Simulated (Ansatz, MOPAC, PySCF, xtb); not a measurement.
Dimer: HCl (SMILES Cl) (first 2 atoms) with SiH4 (SMILES [SiH4]); geometry from B3LYP-D3(BJ)/def2-TZVP, rigid monomers moved along the line of their centres of mass till Cl1···Si3 is 4.34 Å.
(charge 0, multiplicity 1):
```xyz
7

Cl     0.6255     1.1381    -0.2247
H      1.1186    -0.0336    -0.0576
Si    -0.3007    -0.2600     3.7769
H     -0.4375     1.2096     3.8574
H     -1.2819    -0.8074     2.8142
H     -0.5385    -0.8564     5.1117
H      1.0678    -0.6096     3.3304
```

Monomers are frozen at their geometry in the pair; levels with a basis set take the counterpoise correction. Rows marked so take none.

Frozen-core correlation. CBS(a, b) extrapolates the correlation energy as X⁻³ and adds the Hartree–Fock energy of set b. Rows in 6-31G* carry no dispersion term and start afresh at each structure (6-31G* with six Cartesian d functions). The state that AM1 reach isn't checked.

Codes used: Ansatz (a first-principles code) with Gaussian orbitals; MOPAC for AM1 (differences of heats of formation); PySCF for 6-31G* rows, the dispersion terms; xtb for the GFN methods. Values without a source in brackets are computed.

```
level                                          interaction energy (meV)
---------------------------------------------  ------------------------
GFN-FF                                                            -19.6
AM1                                                                -3.1
GFN1-xTB                                                          -38.4
PBE/def2-TZVPPD                                                   -15.5
BP86/6-31G* (no counterpoise)                                       4.4
B3LYP-D3(BJ)/def2-TZVPPD                                          -30.7
wB97X-V/def2-TZVPPD                                               -29.2
SCS-MP2/aug-cc-pV(T+d)Z                                               ?
CCSD(T)/CBS(aug-cc-pV(D+d)Z, aug-cc-pV(T+d)Z)                         ?
```

Problem. Complete the blanks.

Solution. 
- SCS-MP2/aug-cc-pV(T+d)Z, interaction energy (meV): -21.5
- CCSD(T)/CBS(aug-cc-pV(D+d)Z, aug-cc-pV(T+d)Z), interaction energy (meV): -28.5
